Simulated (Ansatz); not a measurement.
How the barrier moves along a series

1,2-elimination, with the central atom changed down its group and all else kept; in the first member these bonds form or tighten: Cl–H; these break or loosen: Cl–Si, C–H.

Gas-phase electronic energies, without zero-point energy, by CCSD(T) at an estimated basis limit (MP2 extrapolated from triple and quadruple zeta, plus CCSD(T) − MP2 in triple zeta); Ansatz 0.2.0, def2-TZVPP and QZVPP, frozen cores, core potentials past krypton, on PBE0-D4/def2-TZVP structures. Extrapolation: Hartree–Fock as exp(−7.88 √X), correlation as X^−2.97. All energies, in kcal/mol, count from the reactant; the end structure is reached by relaxing down from the saddle. Brackets give SMILES, or, where every atom is bracketed, only which atoms are joined. Steps whose reference was doubtful or whose search ended elsewhere are left out.

| reactants | products | saddle | end structure | saddle by PBE-D4/TZ |
| --- | --- | --- | --- | --- |
| CH₅ClSi ([CH3][SiH2][Cl]) | CH₄Si ([CH2][SiH2]) + HCl | 82.90 | 73.77 | 73.54 |
| CH₅ClGe ([CH3][GeH2][Cl]) | CH₄Ge ([CH2][GeH2]) + HCl | 75.82 | 65.35 | 67.50 |
| CH₅ClSn ([CH3][SnH2][Cl]) | CH₄Sn ([CH2][SnH2]) + HCl | ? | 72.19 | 66.83 |

(1) What is the height of the saddle for CH₅ClSn ([CH3][SnH2][Cl])? (To be estimated.)

(2) How do the PBE-D4 saddles lie against the coupled-cluster estimate?

The T1 diagnostic stays at or below 0.019. The restricted Hartree–Fock reference is unstable towards an unrestricted one at one or more of these structures. The filled d shells of Ge, Sn are correlated in sets not built for that, so values that involve them are less sure.

For scale, one of the runs: CCSD(T)/def2-TZVPP, 193 basis functions, launched by `ansatz run in.yaml --threads 4 --pin off --events-out ev --progress --plain --max-ram 9574MiB`. The run took 80 s on 4 CPU threads of an Intel Xeon (shared host), with 2.4 GiB of host memory at its peak.

Results:

(1) By the calculation: 76.97 kcal/mol relative to the reactant, between the members at 75.82 and 82.90.

(2) All lower, by 8.32 to 10.15 kcal/mol.
